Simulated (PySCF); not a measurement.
A structure optimised at PBE-D3(BJ)/def2-SVP, used in a PySCF frequency run:

```
C
N 1 1.2862
C 2 1.4487 1 118.81
H 3 1.1082 2 110.13 1 179.78
H 3 1.1157 4 107.51 2 -122.96
H 3 1.1158 4 107.52 5 -113.99
C 1 1.5075 2 118.51 3 179.97
H 7 1.1052 1 109.85 2 -0.07
H 7 1.1115 8 109.45 1 121.89
H 7 1.1116 8 109.44 9 116.24
C 1 1.5175 2 124.42 3 0.01
H 11 1.1060 1 112.51 2 -179.68
H 11 1.1112 12 108.27 1 -122.72
H 11 1.1113 12 108.25 13 -114.63
```
Charge 0, spin multiplicity 1.

### Question
Write its SMILES and formula.

### Answer
CN=C(C)C, C4H9N

### Question
What are its rotational constants (standard atomic weights)?

### Answer
8.2172, 3.9055, 2.7872 GHz
